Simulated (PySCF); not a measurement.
CH$_{3}$O (SMILES [CH2]O), doublet, at a GFN2-xTB geometry; HF/pcseg-1 (PySCF).

Input for PySCF:
```python
from pyscf import gto, scf

mol = gto.Mole()
mol.atom = '''
    C     0.685555    0.025060   -0.033260
    O    -0.671254   -0.121865   -0.005443
    H    -1.098199    0.739235   -0.058755
    H     1.128206    0.974578    0.202513
    H     1.226693   -0.889257    0.099351
'''
mol.basis = 'pcseg-1'
mol.charge = 0
mol.spin = 1
mol.verbose = 4
mol.build()

mf = scf.UHF(mol)
mf.kernel()
```

**Question.** Predict the main parts of the log of this PySCF run.

**Answer.** 
```
PySCF version 2.14.0

[INPUT] verbose = 4
[INPUT] num. atoms = 5
[INPUT] num. electrons = 17
[INPUT] charge = 0
[INPUT] spin (= nelec alpha-beta = 2S) = 1
[INPUT] symmetry False subgroup None
[INPUT] Mole.unit = angstrom
[INPUT] Symbol           X                Y                Z      unit          X                Y                Z       unit  Magmom
[INPUT]  1 C      0.685555000000   0.025060000000  -0.033260000000 AA    1.295511193326   0.047356536682  -0.062852290903 Bohr   0.0
[INPUT]  2 O     -0.671254000000  -0.121865000000  -0.005443000000 AA   -1.268486220019  -0.230291474170  -0.010285779296 Bohr   0.0
[INPUT]  3 H     -1.098199000000   0.739235000000  -0.058755000000 AA   -2.075295340271   1.396951691693  -0.111030858449 Bohr   0.0
[INPUT]  4 H      1.128206000000   0.974578000000   0.202513000000 AA    2.132000352091   1.841685507026   0.382694106664 Bohr   0.0
[INPUT]  5 H      1.226693000000  -0.889257000000   0.099351000000 AA    2.318113808921  -1.680452184352   0.187746180202 Bohr   0.0

nuclear repulsion = 35.3489630847581
number of shells = 12
number of NR pGTOs = 71
number of NR cGTOs = 43
basis = pcseg-1
ecp = {}

******** <class 'pyscf.scf.uhf.UHF'> ********
method = UHF
initial guess = minao
damping factor = 0
level_shift factor = 0
DIIS = <class 'pyscf.scf.diis.CDIIS'>
diis_start_cycle = 1
diis_space = 8
diis_damp = 0
SCF conv_tol = 1e-09
SCF conv_tol_grad = None
SCF max_cycles = 50
direct_scf = True
direct_scf_tol = 1e-13
number electrons alpha = 9  beta = 8
Set gradient conv threshold to 3.16228e-05
init E= -114.422683395278

cycle= 1 E= -114.33858978844  delta_E= 0.0841  |g|= 0.294  |ddm|= 1.43
cycle= 2 E= -114.375031419561  delta_E= -0.0364  |g|= 0.141  |ddm|= 0.278
cycle= 3 E= -114.383164288219  delta_E= -0.00813  |g|= 0.0405  |ddm|= 0.102
cycle= 4 E= -114.384342200082  delta_E= -0.00118  |g|= 0.0129  |ddm|= 0.0416
cycle= 5 E= -114.384582628303  delta_E= -0.00024  |g|= 0.00656  |ddm|= 0.0219
cycle= 6 E= -114.384662788275  delta_E= -8.02e-05  |g|= 0.00271  |ddm|= 0.0142
cycle= 7 E= -114.384676940573  delta_E= -1.42e-05  |g|= 0.000973  |ddm|= 0.00685
cycle= 8 E= -114.384678589195  delta_E= -1.65e-06  |g|= 0.00029  |ddm|= 0.00235
cycle= 9 E= -114.384678723968  delta_E= -1.35e-07  |g|= 9.32e-05  |ddm|= 0.000671
cycle= 10 E= -114.384678739099  delta_E= -1.51e-08  |g|= 3.82e-05  |ddm|= 0.00022
cycle= 11 E= -114.384678742078  delta_E= -2.98e-09  |g|= 9.64e-06  |ddm|= 0.00012
cycle= 12 E= -114.38467874224  delta_E= -1.62e-10  |g|= 2.9e-06  |ddm|= 2.43e-05
Extra cycle  E= -114.384678742251  delta_E= -1.02e-11  |g|= 1.74e-06  |ddm|= 4.39e-06
converged SCF energy = -114.384678742251  <S^2> = 0.76015595  2S+1 = 2.0101303
```
